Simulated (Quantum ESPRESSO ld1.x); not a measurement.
Species: Li II. Configuration: [He]. All-electron calculation, scalar-relativistic Kohn-Sham, LDA (Slater exchange, Perdew-Wang correlation), spin-polarised, spherical densities, point nucleus. Program: ld1.x of Quantum ESPRESSO 7.5. Some entries of the table are withheld. Estimate them.

orbital  occ.  eigenvalue (hartree)  <r> (bohr)  r(max) (bohr)
1s          2                   (1)         (2)          0.364
2s          0                   (3)       3.282            (4)
2p          0                   (5)         (6)           2.63

Answer. 
(1) 1s eigenvalue (hartree): -2.1901
(2) 1s <r> (bohr): 0.5847
(3) 2s eigenvalue (hartree): -0.2399
(4) 2s r(max) (bohr): 2.63
(5) 2p eigenvalue (hartree): -0.1679
(6) 2p <r> (bohr): 3.554
